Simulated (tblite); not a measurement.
Species: C₄H₁₀AsGe (doublet state).
Numbering: `[CH3:1][C:2]1[CH2:3][CH2:4][Ge@H:5]1[AsH2:6]` (hydrogens: H7, H8, H9 on C1; H10, H11 on C3; H12, H13 on C4; H14 on Ge5; H15, H16 on As6)

Computed with GFN2-xTB (tblite), gas phase: L-BFGS steps from a force-field or distance-geometry start until the largest atomic force falls under 0.01 eV/Å.

The end geometry, which sets the zero of energy:
```
atom  x, y, z in Å
C1     -0.8921    1.4487    1.3022
C2     -0.5584    0.2400    0.5188
C3     -1.3078   -0.1842   -0.7045
C4     -0.4101   -1.3166   -1.2386
Ge5     0.9016   -1.0135    0.2602
As6     3.2094   -0.3588   -0.1808
H7     -0.8824    2.3493    0.6777
H8     -1.9001    1.3688    1.7206
H9     -0.1888    1.5877    2.1215
H10    -2.3148   -0.5394   -0.4575
H11    -1.4362    0.6326   -1.4251
H12    -0.9133   -2.2800   -1.2657
H13    -0.0356   -1.1108   -2.2403
H14     0.8955   -2.1546    1.3050
H15     3.0957    0.7456    0.8322
H16     2.7301    0.5942   -1.2371
```

**Question.** These geometries come from the run, each turned onto the end geometry. Order them by energy, lowest first.
A.
```
atom  x, y, z in Å
C1     -1.1679    1.2663    1.4454
C2     -0.4452    0.5118    0.3981
C3     -1.0650    0.1002   -0.9029
C4     -0.4358   -1.2904   -1.0847
Ge5     0.9376   -0.8580    0.3203
As6     3.2367   -0.5520   -0.4140
H7     -1.7188    2.1090    1.0193
H8     -1.8987    0.6280    1.9577
H9     -0.4756    1.6348    2.2007
H10    -2.1581    0.1031   -0.8865
H11    -0.7599    0.7648   -1.7176
H12    -1.1275   -2.0639   -0.7609
H13    -0.1167   -1.5215   -2.0998
H14     0.9523   -1.8340    1.5235
H15     3.4172    0.6236    0.4948
H16     2.8180    0.3871   -1.5049
```
B.
```
atom  x, y, z in Å
C1     -0.9055    1.4151    1.3436
C2     -0.5330    0.2648    0.4910
C3     -1.2403   -0.1231   -0.7681
C4     -0.4136   -1.3418   -1.2202
Ge5     0.8964   -1.0286    0.2797
As6     3.1856   -0.3273   -0.1676
H7     -1.0283    2.3347    0.7617
H8     -1.8604    1.2351    1.8494
H9     -0.1457    1.5842    2.1052
H10    -2.2912   -0.3773   -0.5932
H11    -1.2392    0.6854   -1.5092
H12    -0.9812   -2.2687   -1.1553
H13    -0.0393   -1.2475   -2.2388
H14     0.9003   -2.1599    1.3345
H15     3.0062    0.8326    0.7686
H16     2.6820    0.5313   -1.2927
```
C.
```
atom  x, y, z in Å
C1     -0.8828    1.4261    1.3204
C2     -0.5521    0.2285    0.5192
C3     -1.2777   -0.1564   -0.7309
C4     -0.4196   -1.3324   -1.2337
Ge5     0.9010   -1.0299    0.2587
As6     3.2000   -0.3153   -0.1397
H7     -0.9368    2.3255    0.6971
H8     -1.8635    1.3161    1.7934
H9     -0.1421    1.5828    2.1027
H10    -2.3151   -0.4480   -0.5325
H11    -1.3197    0.6676   -1.4532
H12    -0.9496   -2.2811   -1.2016
H13    -0.0601   -1.1870   -2.2509
H14     0.8928   -2.1774    1.2947
H15     2.9981    0.8326    0.8080
H16     2.7199    0.5573   -1.2631
```
D.
```
atom  x, y, z in Å
C1     -1.0360    1.1384    1.3838
C2     -0.2821    0.7628    0.1790
C3     -1.0586    0.1798   -0.9809
C4     -0.4392   -1.2319   -1.0088
Ge5     0.9140   -0.7903    0.4105
As6     3.1138   -0.5227   -0.4574
H7     -1.7289    1.9334    1.1770
H8     -1.6001    0.2627    1.7167
H9     -0.3614    1.4144    2.1844
H10    -2.1225    0.1455   -0.7626
H11    -0.9079    0.7004   -1.9260
H12    -1.1354   -1.9987   -0.7155
H13     0.0464   -1.4543   -1.9515
H14     0.6389   -1.5495    1.7441
H15     3.3663    0.5957    0.5090
H16     2.5854    0.4231   -1.5131
```
E.
```
atom  x, y, z in Å
C1     -1.0483    1.3558    1.4002
C2     -0.5085    0.3152    0.5074
C3     -1.1162   -0.0012   -0.8196
C4     -0.3946   -1.3175   -1.1616
Ge5     0.9056   -0.9893    0.3409
As6     3.1943   -0.4378   -0.3127
H7     -1.3876    2.2163    0.8168
H8     -1.9213    0.9817    1.9504
H9     -0.3059    1.6719    2.1303
H10    -2.2023   -0.1124   -0.7525
H11    -0.9305    0.7876   -1.5605
H12    -1.0423   -2.1759   -1.0016
H13    -0.0263   -1.3886   -2.1833
H14     0.9436   -2.1007    1.4220
H15     3.2243    0.7587    0.5990
H16     2.6088    0.4452   -1.3865
```

**Answer.** C (0.003 eV), B (0.006 eV), E (0.038 eV), A (0.083 eV), D (0.377 eV).

In the order of the answer:

| step | E above end (eV) | largest force (eV/Å) | rms force component (eV/Å) | rms distance from end (Å) | rms bond change (Å) | bond most changed (Å) |
| --- | --- | --- | --- | --- | --- | --- |
| 99 | 0.003 | 0.02 | 0.007 | 0.073 | 0.001 | C2–Ge5 -0.002 |
| 81 | 0.006 | 0.06 | 0.018 | 0.124 | 0.001 | Ge5–As6 -0.003 |
| 51 | 0.038 | 0.24 | 0.064 | 0.316 | 0.004 | C2–Ge5 -0.011 |
| 31 | 0.083 | 0.10 | 0.031 | 0.522 | 0.003 | C2–Ge5 +0.006 |
| 3 | 0.377 | 0.60 | 0.204 | 0.630 | 0.019 | Ge5–As6 -0.059 |

What follows is the cost of the whole relaxation. The run took 0.9 s of wall time on one thread, Arm Neoverse V1 (aarch64), shared host with 32 logical CPUs at a one-minute load of 45.
